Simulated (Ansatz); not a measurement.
Relaxation of CHFNSi (5 atoms, charge -1, multiplicity 1), to a largest force component of 0.02 eV/Å in at most 40 steps.

Method: Ansatz 0.2.0, RHF/6-31G*.

```xyz
5
Properties=species:S:1:pos:R:3:forces:R:3
N -1.525 0.609 -0.574 0.98 0.32 -0.02
Si -0.094 0.082 0.031 -0.68 0.07 -0.42
C 1.426 -0.124 0.850 -0.22 -1.98 0.44
F 1.757 -1.538 1.220 -0.28 2.11 -0.64
H -1.563 0.970 -1.527 0.20 -0.52 0.64
```

Question: Where does it end, and by what steps?

Answer: The forces met the threshold. Limits of this set-up: an anion without diffuse functions, the dipole of an ion depends on the origin. After 23 steps the energy has fallen by 1.165 eV; Si2 moved furthest, 0.93 Å.

```
step  energy less start (eV)  largest force component (eV/Å)  accepted
   0                  0.0000                           2.108       yes
   1                 -0.0148                           2.581       yes
   2                  0.1872                           3.207        no
   3                 -0.1785                           1.821       yes
   4                 -0.3473                           0.508       yes
   5                 -0.4031                           0.482       yes
   6                 -0.4311                           0.475       yes
   7                 -0.4372                           0.364       yes
   8                 -0.4407                           0.134       yes
   9                 -0.4419                           0.052       yes
  10                 -0.4438                           0.099       yes
  11                 -0.4519                           1.165       yes
  12                 -0.4842                           1.482       yes
  13                 -0.5782                           1.589       yes
  14                 -0.7038                           2.474       yes
  15                 -0.8274                           3.058       yes
  16                 -1.0925                           0.739       yes
  17                 -1.0951                           0.533       yes
  18                 -1.0474                           1.847        no
  19                 -1.1535                           0.346       yes
  20                 -1.1625                           0.206       yes
  21                 -1.1642                           0.045       yes
  22                 -1.1646                           0.036       yes
  23                 -1.1647                           0.006       yes
```

```xyz
5
Properties=species:S:1:pos:R:3
N -1.038 0.779 -0.330
Si 0.119 -0.287 -0.799
C 1.438 -0.142 0.646
F 1.261 -1.173 1.494
H -1.780 0.823 -1.011
```

Time of the run: 27 s on 1 thread of Arm Neoverse V2, on a shared host, peak memory 0.13 GiB.
